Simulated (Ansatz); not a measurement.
Si₄Ni⁺, relaxed as a doublet with UKS PBE-D4/def2-SVP in Ansatz, starting from the GFN1-xTB geometry. Force threshold 0.02 eV/Å.

Another isomer (doublet) lies 0.18 eV lower at PBE0-D4/def2-TZVP; other spin states weren't run for this one.

Start:

```xyz
5

Ni   -0.4899    1.2598   -0.1780
Si    1.4256   -0.2388   -0.0942
Si   -0.9062   -1.0943    0.2814
Si   -0.1954   -0.2970   -1.8774
Si    0.1659    0.3702    1.8682
```

```json
{"step": "1", "energy (eV)": "-72508.3971", "largest force component (eV/Å)": "0.540", "SCF passes": "72"}
{"step": "2", "energy (eV)": "-72508.4303", "largest force component (eV/Å)": "0.268", "SCF passes": "34"}
{"step": "3", "energy (eV)": "-72508.4385", "largest force component (eV/Å)": "0.040", "SCF passes": "32"}
{"step": "4", "energy (eV)": "-72508.4388", "largest force component (eV/Å)": "0.007", "SCF passes": "32"}
{"step": "5", "energy (eV)": "-72508.4388", "largest force component (eV/Å)": "0.001", "SCF passes": "24"}
{"step": "6", "energy (eV)": "-72508.4388", "largest force component (eV/Å)": "0.001", "SCF passes": "20"}
{"step": "7", "energy (eV)": "-72508.4388", "largest force component (eV/Å)": "0.002", "SCF passes": "30"}
{"step": "8", "energy (eV)": "-72508.4388", "largest force component (eV/Å)": "0.008", "SCF passes": "31"}
{"step": "9", "energy (eV)": "-72508.4388", "largest force component (eV/Å)": "0.014", "SCF passes": "36"}
{"step": "10", "energy (eV)": "-72508.4388", "largest force component (eV/Å)": "0.010", "SCF passes": "31"}
{"step": "11", "energy (eV)": "-72508.4389", "largest force component (eV/Å)": "0.006", "SCF passes": "28"}
{"step": "12", "energy (eV)": "-72508.4389", "largest force component (eV/Å)": "0.007", "SCF passes": "36"}
```

Force components are those of the run's own axes.

End:

```csv
atom,x (Å),y (Å),z (Å)
Ni1,-0.491,1.253,-0.176
Si2,1.396,-0.202,-0.080
Si3,-0.909,-1.049,0.256
Si4,-0.188,-0.337,-1.863
Si5,0.192,0.335,1.863
```

By distances, no bond broke or formed. The bond that changes most is Si2–Si5, from 2.41 to 2.35 Å (atoms count from 1).

The force fell under the threshold at step 4, but the optimiser went on. No frequencies were taken in this run, so the end may be a saddle point.

Hardware: 4 threads of Arm Neoverse V1 on a shared host. Wall time 25 s.
